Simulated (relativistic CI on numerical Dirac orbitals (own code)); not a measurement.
**One change at a time: I XIX**

Base calculation: Dirac-Coulomb-Breit CI, orbitals from a KLI potential per configuration, model QED (radiative potential, 1s self-energy scaled to tabulated hydrogen-like ionisation energies), unscaled Slater integrals.

Configurations in the expansion (outside the closed core [Ar] 3d10): 4s²4p⁵, 4s4p⁶, 4s²4p⁴4d, 4s4p⁵4d, 4s²4p⁴4f, 4s4p⁵4f, 4p⁶4d, 4s4p⁴4d², 4s²4p³4d4f, 4s²4p⁴5s, 4p⁶4f, 4s²4p⁴5p, 4p⁶5s, 4s4p⁴4d5s, 4s4p⁵5s, 4s²4p⁴5d, 4p⁵4d4f, 4s²4p³4f5s, 4s4p⁵5p, 4s4p⁴4f², 4s²4p⁴5f, 4s²4p⁴5g, 4s²4p⁴6s, 4s4p⁵5d, 4s²4p⁴6p, 4s4p⁴5s², 4s²4p⁴6d, 4s²4p³4d², 4s²4p²4d³, 4s4p³4d³, 4s²4p²4d²4f, 4s4p³4d²4f, 4s²4p²4d²5s, 4p⁵4d², 4p⁴4d³, 4p⁴4d²4f, 4p⁴4d²5s, 4p⁵4d5s, 4p⁴4d4f5s, 4p⁴4d5s², 4s²4p³5s², 4s²4p²4d5s², 4s4p³4d5s², 4s²4p²4f5s², 4s4p³4f5s². Double excitations out of closed p, d and f shells are left out; levels of such configurations are missing from the list, as are those of other unlisted configurations, and high levels can miss mixing partners. These lack a partner that the ground configuration has and come out too high: 4s²4p⁴5p, 4s4p⁵5s, 4s²4p⁴5d, 4s4p⁵5p, 4s²4p⁴5f.

Variants: (1) one mean potential for all configurations. Shifts of the energy above 4s²4p⁵ ²P°3/2, in cm⁻¹, for the lowest level and the first level of each name with at least 55 % of one term (blank where a level changes its place among those of its configuration and J or its character, or is not in the variant):

```tsv
Level	Base	Δ(1)
4s²4p⁵ ²P°3/2	0	0
4s²4p⁵ ²P°1/2	111823	-7
4s4p⁶ ²S1/2	501587	-68
4s²4p⁴4d ⁴D5/2	618242	-113
4s²4p⁴4d ⁴D7/2	629061	-114
4s²4p⁴4d ⁴F9/2	651518	-121
4s²4p⁴4d ⁴P1/2	685004	-110
4s²4p⁴4d ⁴D1/2	708865	-106
4s²4p⁴4d ²G9/2	776524	-124
4s²4p⁴4d ²S1/2	854088	-118
4s4p⁵4d ⁴P°1/2	1104661	-95
4s4p⁵4d ⁴P°3/2	1116224	-97
4s4p⁵4d ⁴F°7/2	1142515	-121
4s4p⁵4d ⁴F°9/2	1144596	-116
4s²4p³4d² ⁶F°1/2	1282143	-199
4s²4p³4d² ⁶F°9/2	1290618	-199
4s²4p³4d² ⁶F°11/2	1299390	-195
4s²4p³4d² ⁴P°1/2	1317472	-208
```

At this charge energies of transitions that change n are usually good to better than 1 %, and those within a shell (Δn = 0) to a few per cent.

Ionisation energy from the two ground configurations alone: base 534.982 eV. The NIST ASD value (theoretical) is 535 eV.

LS names give the leading component of a level, which can be under half, so a name can repeat, a term be missing and a line seem to break the LS rules.
